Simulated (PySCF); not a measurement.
**Radial density of Nd²⁺ (neodymium, charge +2)**

r2SCAN, [Xe] 4f3 6s1, one real determinant (an excited configuration). All numbers are calculated (PySCF 2.14, scalar relativity by spin-free X2C-1e, in x2c-TZVPPall).

```csv
r (bohr),4πr²ρ (e/bohr),4πr²(ρα − ρβ)
0.0271,70.47,0.0017
0.0457,81.55,0.0074
0.0768,104.1,0.0062
0.129,77.06,0.0180
0.217,90.23,0.3466
0.365,37.25,1.6530
0.615,39.77,3.1413
1.03,13.53,2.2641
1.74,6.132,0.5063
2.93,0.8357,0.3409
4.92,0.1774,0.1763
8.28,0.0002442,0.0002
13.9,3.516e-05,0.0000
```

Densities and radii are taken from the X2C orbitals without a picture-change correction, which distorts them close to the nucleus.

⟨L²⟩ = 34.01 against 42 for a pure I term, so this real determinant mixes terms. Spin-orbit coupling, absent here, splits the open shell strongly.
